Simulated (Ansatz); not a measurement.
Steps of a relaxation of C₃H₉F₂NbO₃, SMILES `C[O][Nb]([F])([F])([O]C)[O]C` with RKS PBE-D4/def2-SVP.

```sh
$ ansatz run in.yaml --threads 4 --pin off --events-out ev --progress --plain --max-ram 46080MiB --backend cuda --devices 0, --max-vram 37GiB
```

```yaml
crystal:
  periodic: [false, false, false]
  atoms:
    - {symbol: C, position_ang: [1.984800, -1.179900, -0.906500]}
    - {symbol: O, position_ang: [1.188300, -0.804200, 0.215500]}
    - {symbol: Nb, position_ang: [-0.891300, 0.166300, 0.096800]}
    - {symbol: F, position_ang: [-2.482500, 0.383500, -0.997000]}
    - {symbol: F, position_ang: [-2.070400, 2.009300, 0.157300]}
    - {symbol: O, position_ang: [-0.475400, 2.455200, -0.838200]}
    - {symbol: C, position_ang: [0.499200, 1.978500, -1.747000]}
    - {symbol: O, position_ang: [-0.224600, -1.457900, 1.844800]}
    - {symbol: C, position_ang: [-1.297000, -1.359500, 2.802000]}
    - {symbol: H, position_ang: [2.995200, -0.802000, -0.791900]}
    - {symbol: H, position_ang: [1.870900, -2.236800, -1.081900]}
    - {symbol: H, position_ang: [1.552800, -0.650000, -1.805400]}
    - {symbol: H, position_ang: [1.299600, 1.671900, -1.162500]}
    - {symbol: H, position_ang: [0.007800, 1.157100, -2.329200]}
    - {symbol: H, position_ang: [0.797500, 2.724900, -2.466600]}
    - {symbol: H, position_ang: [-1.243700, -2.195300, 3.493300]}
    - {symbol: H, position_ang: [-1.280400, -0.390200, 3.331300]}
    - {symbol: H, position_ang: [-2.268400, -1.459600, 2.237200]}
basis:
  gaussian: {orbitals: def2-SVP}
hamiltonian: {xc: pbe, dispersion: d4}
relax: {f_tol: 0.03, max_steps: 200}
```

Positions (Å) and forces (eV/Å) along the path, 9 of 50 steps:

```xyz
18
step=1 energy=-16352.3949 eV
C     1.985   -1.180   -0.906   -2.041    2.061   -0.074
O     1.188   -0.804    0.215   -2.142    1.909   -1.832
Nb   -0.891    0.166    0.097    0.358    2.748    0.589
F    -2.482    0.384   -0.997    1.592   -3.855   -0.793
F    -2.070    2.009    0.157   -0.684   -1.252    4.461
O    -0.475    2.455   -0.838    3.016   -2.173   -0.074
C     0.499    1.978   -1.747   -2.994    0.486   -0.964
O    -0.225   -1.458    1.845   -2.750    2.581   -0.806
C    -1.297   -1.359    2.802    0.311    0.018   -1.747
H     2.995   -0.802   -0.792    0.983   -0.165    0.124
H     1.871   -2.237   -1.082    0.387   -1.207   -0.123
H     1.553   -0.650   -1.805    0.516   -0.371   -0.109
H     1.300    1.672   -1.163    2.645   -1.040    1.039
H     0.008    1.157   -2.329    0.555   -0.185   -0.465
H     0.797    2.725   -2.467    0.481    0.860   -0.888
H    -1.244   -2.195    3.493   -0.023   -0.567    0.756
H    -1.280   -0.390    3.331   -0.060    0.064    0.436
H    -2.268   -1.460    2.237   -0.150    0.088    0.469
18
step=13 energy=-16363.9972 eV
C     1.756   -1.373   -1.224   -0.040    0.006   -0.006
O     0.460   -0.923   -0.966    0.205    0.083   -0.007
Nb   -1.033   -0.062   -0.182   -0.193   -0.016    0.067
F    -2.242   -0.859   -1.399    0.030    0.031    0.020
F    -2.516    0.774    0.696    0.051   -0.071   -0.019
O    -0.320    1.666   -0.516    0.308    0.066   -0.306
C     0.683    2.203   -1.366   -0.054   -0.157    0.027
O    -0.633   -0.856    1.501   -0.094    0.035    0.118
C    -1.240   -0.794    2.782    0.040    0.076   -0.077
H     2.500   -0.809   -0.613   -0.050   -0.060   -0.056
H     1.850   -2.455   -0.975   -0.013    0.051   -0.014
H     2.014   -1.241   -2.301   -0.030   -0.019    0.078
H     1.699    2.086   -0.908   -0.238    0.011   -0.087
H     0.686    1.705   -2.374   -0.004    0.163    0.338
H     0.490    3.292   -1.509    0.020   -0.140    0.000
H    -0.766   -1.557    3.438   -0.012    0.018   -0.023
H    -1.093    0.211    3.242   -0.015   -0.107   -0.039
H    -2.333   -0.998    2.726    0.088    0.029   -0.014
18
step=34 energy=-16364.1080 eV
C     1.678   -1.648   -1.441    0.035   -0.036   -0.026
O     0.780   -0.771   -0.835   -0.011   -0.003    0.032
Nb   -0.878   -0.096   -0.205   -0.045    0.010    0.019
F    -1.732   -1.182   -1.511   -0.006    0.006   -0.003
F    -2.650    0.303    0.396    0.000   -0.002   -0.031
O    -0.476    1.697   -0.615    0.006   -0.017    0.008
C     0.596    2.472   -1.093    0.007    0.009   -0.009
O    -0.506   -0.595    1.585    0.056   -0.013    0.006
C    -1.191   -0.628    2.816   -0.007    0.004   -0.002
H     2.699   -1.201   -1.473   -0.062   -0.035   -0.014
H     1.737   -2.604   -0.870    0.014    0.057   -0.042
H     1.362   -1.882   -2.486    0.014    0.011    0.076
H     0.961    3.153   -0.295    0.000    0.004    0.004
H     1.438    1.823   -1.424    0.002    0.003    0.000
H     0.259    3.088   -1.954   -0.002    0.002    0.001
H    -1.201   -1.665    3.216    0.000   -0.001   -0.002
H    -0.673    0.026    3.551   -0.004    0.000   -0.002
H    -2.240   -0.277    2.694    0.004    0.000   -0.015
18
step=35 energy=-16364.0979 eV rejected
C     1.667   -1.660   -1.448    0.181   -0.185   -0.253
O     0.814   -0.752   -0.820    0.034   -0.031   -0.038
Nb   -0.855   -0.089   -0.200   -0.078    0.022   -0.027
F    -1.677   -1.183   -1.522    0.029    0.015    0.006
F    -2.646    0.276    0.368    0.025    0.004   -0.017
O    -0.462    1.711   -0.590    0.007   -0.043    0.005
C     0.605    2.490   -1.076   -0.021   -0.001    0.000
O    -0.498   -0.589    1.592    0.048   -0.007   -0.006
C    -1.206   -0.631    2.810   -0.029    0.013    0.027
H     2.673   -1.183   -1.651   -0.507   -0.277    0.086
H     1.822   -2.556   -0.782    0.021    0.304   -0.317
H     1.226   -2.012   -2.433    0.253    0.178    0.548
H     0.977    3.166   -0.279    0.011    0.020    0.024
H     1.443    1.843   -1.419    0.020   -0.010   -0.007
H     0.259    3.111   -1.929   -0.008    0.012   -0.019
H    -1.205   -1.666    3.213    0.002    0.003    0.002
H    -0.714    0.035    3.553   -0.011   -0.012   -0.010
H    -2.259   -0.299    2.666    0.024   -0.006   -0.005
18
step=40 energy=-16364.1152 eV
C     1.667   -1.662   -1.460    0.015   -0.016   -0.038
O     0.825   -0.775   -0.791    0.025   -0.015   -0.025
Nb   -0.840   -0.099   -0.187   -0.078   -0.014    0.072
F    -1.667   -1.180   -1.517    0.038   -0.002   -0.015
F    -2.630    0.262    0.387   -0.009    0.016   -0.031
O    -0.445    1.696   -0.581    0.003    0.034   -0.013
C     0.606    2.488   -1.077    0.002    0.001    0.003
O    -0.483   -0.591    1.609    0.002    0.000    0.024
C    -1.218   -0.622    2.813   -0.002    0.006   -0.005
H     2.655   -1.190   -1.661   -0.049   -0.021   -0.005
H     1.840   -2.574   -0.844    0.007    0.022   -0.022
H     1.215   -1.973   -2.430    0.030   -0.009    0.039
H     0.969    3.179   -0.286    0.001    0.002    0.000
H     1.455    1.852   -1.415    0.004    0.009    0.000
H     0.247    3.094   -1.936    0.002    0.000    0.000
H    -1.222   -1.653    3.228   -0.001   -0.002    0.001
H    -0.744    0.054    3.559   -0.004   -0.001   -0.001
H    -2.267   -0.294    2.639    0.014   -0.009    0.017
18
step=43 energy=-16364.1237 eV
C     1.651   -1.680   -1.476    0.051   -0.045   -0.104
O     0.854   -0.773   -0.777    0.059   -0.028    0.007
Nb   -0.818   -0.097   -0.183   -0.039    0.011    0.023
F    -1.599   -1.184   -1.538    0.005   -0.008   -0.002
F    -2.627    0.247    0.338    0.001   -0.001   -0.015
O    -0.424    1.700   -0.567    0.004    0.005    0.000
C     0.622    2.507   -1.052    0.003    0.002   -0.001
O    -0.491   -0.580    1.621   -0.015    0.003    0.004
C    -1.238   -0.620    2.818    0.017    0.003   -0.018
H     2.562   -1.174   -1.880   -0.143   -0.080    0.054
H     1.983   -2.508   -0.804   -0.025    0.088   -0.076
H     1.081   -2.125   -2.330    0.079    0.054    0.126
H     0.961    3.208   -0.259   -0.002   -0.001    0.000
H     1.487    1.884   -1.374   -0.001    0.003    0.002
H     0.266    3.103   -1.919    0.003    0.000    0.002
H    -1.223   -1.648    3.239    0.000    0.001    0.000
H    -0.789    0.071    3.564   -0.004   -0.003   -0.004
H    -2.293   -0.319    2.632    0.006   -0.002    0.003
18
step=44 energy=-16364.1150 eV rejected
C     1.626   -1.675   -1.478   -0.017    0.029    0.209
O     0.892   -0.774   -0.701   -0.219    0.082   -0.189
Nb   -0.814   -0.093   -0.169    0.542   -0.144   -0.218
F    -1.528   -1.236   -1.513    0.001    0.012   -0.046
F    -2.637    0.204    0.308   -0.106    0.075    0.017
O    -0.401    1.702   -0.563   -0.056   -0.040    0.006
C     0.639    2.517   -1.049   -0.046   -0.007    0.025
O    -0.488   -0.580    1.624    0.046    0.013    0.099
C    -1.244   -0.619    2.807   -0.169    0.023    0.155
H     2.478   -1.159   -1.966    0.073    0.032   -0.065
H     2.036   -2.484   -0.835    0.034   -0.040   -0.013
H     0.989   -2.137   -2.262   -0.087   -0.003   -0.038
H     0.970    3.222   -0.256    0.004   -0.001   -0.005
H     1.511    1.904   -1.371   -0.012   -0.019    0.016
H     0.277    3.109   -1.916    0.006    0.003   -0.001
H    -1.242   -1.646    3.233    0.010    0.003   -0.023
H    -0.809    0.071    3.562    0.007    0.003   -0.013
H    -2.294   -0.314    2.597   -0.011   -0.021    0.084
18
step=48 energy=-16364.1293 eV rejected
C     1.620   -1.683   -1.503    0.073   -0.017   -0.081
O     0.943   -0.765   -0.699   -0.032   -0.061   -0.051
Nb   -0.763   -0.114   -0.168   -0.159    0.087    0.120
F    -1.460   -1.247   -1.534    0.095   -0.041   -0.023
F    -2.609    0.194    0.233   -0.002   -0.025    0.054
O    -0.403    1.686   -0.560    0.046    0.065   -0.027
C     0.634    2.515   -1.027    0.021   -0.024   -0.005
O    -0.492   -0.545    1.654   -0.054    0.000    0.026
C    -1.266   -0.600    2.833    0.019    0.005   -0.031
H     2.433   -1.179   -2.069    0.003   -0.017   -0.013
H     2.077   -2.487   -0.885    0.007    0.005    0.024
H     0.914   -2.151   -2.227   -0.001   -0.004   -0.007
H     0.941    3.226   -0.231   -0.003    0.005    0.003
H     1.519    1.909   -1.328    0.000    0.016    0.005
H     0.283    3.098   -1.905   -0.003    0.004    0.001
H    -1.230   -1.624    3.262   -0.001    0.002    0.003
H    -0.855    0.110    3.584   -0.004    0.000    0.003
H    -2.324   -0.331    2.621   -0.005    0.001   -0.001
18
step=50 energy=-16364.1332 eV
C     1.618   -1.683   -1.517    0.021   -0.010   -0.015
O     0.936   -0.770   -0.709   -0.002   -0.015   -0.004
Nb   -0.767   -0.114   -0.164    0.013    0.018    0.021
F    -1.447   -1.259   -1.529   -0.001   -0.009   -0.008
F    -2.613    0.176    0.248   -0.007    0.000    0.000
O    -0.397    1.686   -0.560    0.004    0.011   -0.006
C     0.643    2.514   -1.022   -0.005   -0.002    0.002
O    -0.497   -0.540    1.659   -0.006   -0.001    0.005
C    -1.273   -0.594    2.836    0.001    0.001   -0.010
H     2.416   -1.171   -2.101   -0.029   -0.017    0.011
H     2.098   -2.471   -0.894   -0.008    0.020   -0.019
H     0.909   -2.170   -2.226    0.021    0.008    0.016
H     0.939    3.232   -0.227   -0.001   -0.003    0.000
H     1.533    1.911   -1.311   -0.004    0.000    0.004
H     0.298    3.093   -1.906    0.002   -0.002    0.000
H    -1.233   -1.616    3.269    0.000    0.002    0.002
H    -0.869    0.121    3.585   -0.002   -0.001   -0.003
H    -2.332   -0.333    2.618    0.002    0.000    0.002
```

Run time 110 s (4 threads of an AMD EPYC 7R13 on a shared host and a share of an NVIDIA H100 80 GB); peak host memory 0.89 GiB.
